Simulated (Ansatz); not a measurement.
Relaxation of GaH7Si (9 atoms, charge 0, multiplicity 1), to a largest force component of 0.03 eV/Å in at most 50 steps.

Theory: RHF/def2-SVP in Ansatz 0.2.0.

```xyz
9
Properties=species:S:1:pos:R:3
Ga -0.084 -0.512 -0.368
H 0.383 0.206 2.267
H 1.209 0.217 -0.900
H -1.466 0.244 -0.500
Si 0.022 -2.637 0.655
H -0.264 -3.756 -0.289
H 1.373 -2.877 1.249
H -0.974 -2.715 1.766
H 0.346 -0.505 2.232
```

Q: Where does it end, and by what steps?

A: The run converged. After 9 steps the energy has fallen by 0.187 eV; H9 moved furthest, 0.82 Å.

```csv
step,energy less start (eV),largest force component (eV/Å),accepted
0,0.0000,1.510,yes
1,-0.1282,0.336,yes
2,-0.1586,0.181,yes
3,-0.1763,0.034,yes
4,-0.1798,0.049,yes
5,-0.1803,0.185,yes
6,-0.1824,0.196,yes
7,-0.1860,0.059,yes
8,-0.1862,0.037,yes
9,-0.1866,0.011,yes
```

```xyz
9
Properties=species:S:1:pos:R:3
Ga -0.076 -0.594 -0.278
H 0.442 0.889 2.292
H 1.230 0.131 -0.786
H -1.442 0.192 -0.353
Si -0.006 -2.912 0.533
H -0.306 -3.846 -0.585
H 1.332 -3.267 1.075
H -1.012 -3.145 1.602
H 0.382 0.217 2.613
```

Whether the end is a true minimum wasn't checked by a vibrational analysis.

Run time: 16 s on 1 thread of Arm Neoverse V1, on a shared host, peak memory 0.16 GiB.
